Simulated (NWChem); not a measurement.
System: C3H7NSi; SMILES C#C[SiH2]CN

Input file for NWChem:

```
start job
memory heap 200 mb stack 900 mb global 1100 mb
geometry units angstroms noautosym nocenter noautoz
  C     -0.875492     2.450923    -0.036576
  C     -0.115184     1.501809     0.025525
  Si     0.992702     0.032120     0.110955
  C      0.032643    -1.482063    -0.484576
  N     -1.161173    -1.668695     0.317582
  H     -1.539202     3.295936    -0.088946
  H      2.173738     0.276603    -0.772590
  H      1.451090    -0.133180     1.520461
  H      0.709311    -2.344885    -0.347402
  H     -0.125963    -1.392473    -1.582060
  H     -1.679312    -2.493711     0.022991
  H     -1.790388    -0.874789     0.213205
end
basis spherical
  C library def2-svp
  Si library def2-svp
  N library def2-svp
  H library def2-svp
end
dft
  xc b3lyp
  iterations 150
end
cosmo
  do_cosmo_smd true
  solvent thf
end
task dft energy
```

Output (shortened):

```
             Northwest Computational Chemistry Package (NWChem) 7.3.0
             --------------------------------------------------------

                             Geometry "geometry" -> ""
                             -------------------------

 Output coordinates in angstroms (scale by  1.889725989 to convert to a.u.)

  No.       Tag          Charge          X              Y              Z
 ---- ---------------- ---------- -------------- -------------- --------------
    1 C                    6.0000    -0.87549200     2.45092300    -0.03657600
    2 C                    6.0000    -0.11518400     1.50180900     0.02552500
    3 Si                  14.0000     0.99270200     0.03212000     0.11095500
    4 C                    6.0000     0.03264300    -1.48206300    -0.48457600
    5 N                    7.0000    -1.16117300    -1.66869500     0.31758200
    6 H                    1.0000    -1.53920200     3.29593600    -0.08894600
    7 H                    1.0000     2.17373800     0.27660300    -0.77259000
    8 H                    1.0000     1.45109000    -0.13318000     1.52046100
    9 H                    1.0000     0.70931100    -2.34488500    -0.34740200
   10 H                    1.0000    -0.12596300    -1.39247300    -1.58206000
   11 H                    1.0000    -1.67931200    -2.49371100     0.02299100
   12 H                    1.0000    -1.79038800    -0.87478900     0.21320500

 Effective nuclear repulsion energy (a.u.)     200.8596544141

                                 NWChem DFT Module
                                 -----------------

 Summary of "ao basis" -> "ao basis" (spherical)
 ------------------------------------------------------------------------------
       Tag                 Description            Shells   Functions and Types
 ---------------- ------------------------------  ------  ---------------------
 C                          def2-svp                 6       14   3s2p1d
 Si                         def2-svp                 8       18   4s3p1d
 N                          def2-svp                 6       14   3s2p1d
 H                          def2-svp                 3        5   2s1p

 in cosmo_initialize ...
 calling solv_data for solv:thf

[...]

                                COSMO-SMD solvation results
                                ---------------------------

             internal energy in gas <Psi(g)|H|Psi(g)> =      -462.505408502833
         internal energy in solvent <Psi(s)|H|Psi(s)> =      -462.504340140952
                               delta internal energy  =         0.001068361881 (    0.67 kcal/mol)
   total free energy in solvent <Psi(s)|H+V/2|Psi(s)> =      -462.514182633464
 polarization energy contribution <Psi(s)|V/2|Psi(s)> =        -0.009842492512 (   -6.18 kcal/mol)
    total free energy in solvent including G(SMD-CDS) =      -462.510499244809
                       G(SMD-CDS) energy contribution =         0.003683388655 (    2.31 kcal/mol)
     1 M fixed-concentration free energy of solvation =        -0.005090741977 (   -3.19 kcal/mol)

                       DFT Final Molecular Orbital Analysis
                       ------------------------------------

 Vector   21  Occ=2.000000D+00  E=-2.936001D-01
              MO Center= -1.8D-01,  1.7D+00,  2.3D-02, r^2= 2.6D+00
   Bfn.  Coefficient  Atom+Function         Bfn.  Coefficient  Atom+Function
  ----- ------------  ---------------      ----- ------------  ---------------
     6      0.358254   1 C  pz               20      0.341376   2 C  pz
     9      0.217328   1 C  pz               23      0.204791   2 C  pz
     4     -0.154714   1 C  px               80      0.153995   7 H  s
    18     -0.147567   2 C  px               85     -0.136053   8 H  s
    81      0.124448   7 H  s                86     -0.106391   8 H  s

 Vector   22  Occ=2.000000D+00  E=-2.921946D-01
              MO Center= -3.3D-01,  1.2D+00, -2.4D-02, r^2= 3.8D+00
   Bfn.  Coefficient  Atom+Function         Bfn.  Coefficient  Atom+Function
  ----- ------------  ---------------      ----- ------------  ---------------
     4      0.258064   1 C  px               18      0.230065   2 C  px
    19      0.210547   2 C  py                5      0.209329   1 C  py
    51      0.208668   4 C  py                6      0.177667   1 C  pz
    20      0.166157   2 C  pz                7      0.152254   1 C  px
    22      0.141598   2 C  py                8      0.132022   1 C  py

 Vector   23  Occ=2.000000D+00  E=-2.375710D-01
              MO Center= -8.4D-01, -1.5D+00,  2.1D-01, r^2= 1.9D+00
   Bfn.  Coefficient  Atom+Function         Bfn.  Coefficient  Atom+Function
  ----- ------------  ---------------      ----- ------------  ---------------
    66      0.487380   5 N  pz               69     -0.398162   5 N  pz
    63     -0.292527   5 N  s                95     -0.219674  10 H  s
    52      0.169643   4 C  pz               32     -0.168591   3 Si s
    49      0.163371   4 C  s                96     -0.163141  10 H  s
    64      0.159569   5 N  px               62     -0.146017   5 N  s

 Vector   24  Occ=0.000000D+00  E=-5.504878D-03
              MO Center= -4.4D-02,  1.3D+00,  6.4D-03, r^2= 4.3D+00
   Bfn.  Coefficient  Atom+Function         Bfn.  Coefficient  Atom+Function
  ----- ------------  ---------------      ----- ------------  ---------------
    49      0.697328   4 C  s                40      0.476505   3 Si py
     7     -0.421408   1 C  px               39      0.399081   3 Si px
    81     -0.344234   7 H  s                 8     -0.312272   1 C  py
    22      0.304241   2 C  py                4     -0.290376   1 C  px
    21      0.280656   2 C  px               91     -0.240151   9 H  s

[...]
```

Level: B3LYP/def2-SVP, SMD on the gas-phase geometry. The geometry was optimised at PBE0/def2-SVP. Not confirmed as a minimum by frequencies. Solvent: tetrahydrofuran.
